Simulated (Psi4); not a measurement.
Pair of molecules, SMILES N with SMILES FCF (the first has 4 atoms); geometry from B3LYP-D3(BJ)/def2-TZVP, rigid monomers moved along the line of their centres of mass till N1···H8 is 2.71 Å.
(charge 0, multiplicity 1):
```xyz
9

N     -0.00900    -0.09883    -0.11897
H     -1.02159    -0.08224    -0.17193
H      0.31878     0.83279    -0.34891
H      0.32128    -0.72332    -0.84607
F     -1.04517    -0.45910     3.96426
C      0.27755    -0.35381     3.62980
F      0.72695     0.86512     4.05827
H      0.36801    -0.40287     2.54394
H      0.82773    -1.12860     4.16722
```

Computed with SAPT0/jun-cc-pV(D+d)Z run with Psi4 1.11.

Task: Which attractive term is largest, and how does the interaction split up?

Result: electrostatics -3.56, exchange 1.54, induction -0.52, dispersion -0.56, total -3.11 kcal/mol; the largest attraction is electrostatics.
